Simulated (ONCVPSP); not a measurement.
# Which change was made? (Ge, ONCV)

| Property | Result |
| --- | --- |
| Element | Ge |
| Generator | ONCVPSP 4.0.1 |
| Type | optimised norm-conserving Vanderbilt (ONCV) |
| Functional | PBEsol |
| Relativity | fully relativistic |
| Frozen core | [Ar] |
| Valence charge | 14 |
| Reference configuration | 3d10 4s1 4p3 |
| Partial waves | 4s: rc 1.65 bohr, ncon 3, nbas 7, qcut 3.6 1/bohr, 2 projectors, debl 1.7 Ha; 4p: rc 2.00 bohr, ncon 4, nbas 9, qcut 4.4 1/bohr, 1 projector; 3d: rc 1.10 bohr, ncon 3, nbas 8, qcut 15.9 1/bohr, 2 projectors, debl 3.4 Ha; f scattering state at 0.16 Ha: rc 1.95 bohr, ncon 4, nbas 7, qcut 6.6 1/bohr, 2 projectors, debl 1.8 Ha |
| Local potential | polynomial inside 0.80 bohr (lpopt 4, dvloc0 3 Ha) |
| Core correction | Teter function, fcfact 5.25, rcfact 1.05 |

Open shells are filled in proportion to 2j + 1.

Cutoffs, loose and tight: the cutoffs (Ha) at which the residual kinetic energy of the hardest occupied pseudo-wave falls to 1 and 0.1 mHa per electron. They do not see the model core or the augmentation charge, which bear on the density cutoff. Test errors are all-electron minus pseudo excitation energies from the reference, over the configurations 3d10 4s2 4p2; 3d10 4s2 4p1; 3d10 4s2 4p0; 3d10 4s2 4p1.5; variants that change the core or the reference have their own tests.

The base gives: outcome: generated; cutoff, loose: 93 Ha; cutoff, tight: 104 Ha; bound ghosts: none; GHOST(+) flags above zero: s; largest test error (meV): -10.

Task: After one change the result is: outcome: generated; cutoff, loose: 114 Ha; cutoff, tight: 295 Ha; bound ghosts: none; GHOST(+) flags above zero: s, f5/2; largest test error (meV): -17. Which change was it?
A. s: qcut 3; p: qcut 3.6; d: qcut 13; f: qcut 5.4
B. s: qcut 2.4; p: qcut 2.9; d: qcut 10.6; f: qcut 4.4
C. s: qcut 4.2; p: qcut 5.2; d: qcut 18.7; f: qcut 7.8
D. s: qcut 4.9; p: qcut 6; d: qcut 21.7; f: qcut 9
E. s: qcut 5.2; p: qcut 6.3; d: qcut 22.9; f: qcut 9.5

Result: B. The others give: s: qcut 3; p: qcut 3.6; d: qcut 13; f: qcut 5.4 → outcome: generated; cutoff, loose: 73 Ha; cutoff, tight: 81 Ha; bound ghosts: none; GHOST(+) flags above zero: s; largest test error (meV): -13 | s: qcut 4.9; p: qcut 6; d: qcut 21.7; f: qcut 9 → outcome: generated; cutoff, loose: 115 Ha; cutoff, tight: 131 Ha; bound ghosts: s; GHOST(+) flags above zero: p1/2; largest test error (meV): -5.7 | s: qcut 4.2; p: qcut 5.2; d: qcut 18.7; f: qcut 7.8 → outcome: generated; cutoff, loose: 110 Ha; cutoff, tight: 125 Ha; bound ghosts: none; GHOST(+) flags above zero: s, p1/2; largest test error (meV): -7.6 | s: qcut 5.2; p: qcut 6.3; d: qcut 22.9; f: qcut 9.5 → outcome: failed: ERROR pspot: first pseudo wave function has node, program will stop.
